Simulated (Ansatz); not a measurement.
Basis-set series for ClFHSSi (`F[SiH]([S])Cl`) radical. The species carries charge 0 and has multiplicity 2. The structure was optimised at the PBE0-D4/def2-TZVP level.

| functional | basis | functions | energy (Eh) | HOMO (eV) | LUMO (eV) |
| --- | --- | --- | --- | --- | --- |
| PBE0-D4 | def2-TZVPP | 171 | -1248.01390 | -8.08 | -5.17 |
| PBE0-D4 | def2-QZVPP | 297 | -1248.05513 | -8.11 | -5.19 |
| ωB97M-V | def2-TZVPP | 171 | -1248.43191 | -10.28 | -3.16 |
| ωB97M-V | def2-QZVPP | 297 | -1248.47068 | -10.33 | -3.21 |

(1) Give the rows for def2-SVP. (Best estimate.)

## Answers

(1) Ansatz gave: 
```csv
functional,basis,functions,energy (Eh),HOMO (eV),LUMO (eV)
PBE0-D4,def2-SVP,73,-1247.47924,-7.95,-5.13
ωB97M-V,def2-SVP,73,-1247.89851,-10.12,-3.02
```

HOMO and LUMO are taken over both spins.
